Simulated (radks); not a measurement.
Charge is removed step by step from the 2s up level of Li, starting from [He] 2s(up 1, down 0). Method: non-relativistic Kohn-Sham, r2SCAN, spin-polarised, spherical densities, point nucleus; meta-GGA in the generalised Kohn-Sham scheme; computed with a radial shooting solver on a logarithmic mesh with Libxc functionals.

removed (e)  E - E(0) (eV)  eigenvalue (eV)
0                    0.000           -3.265
0.1                  0.350           -3.733
0.2                  0.747           -4.201
0.3                  1.190           -4.667
0.4                  1.680           -5.127
0.5                  2.215           -5.576
0.6                  2.794           -6.000
0.7                  3.413           -6.379
0.8                  4.067           -6.675
0.9                  4.743           -6.788

The mean slope of the eigenvalue, de/dn, is 3.91 eV per electron.
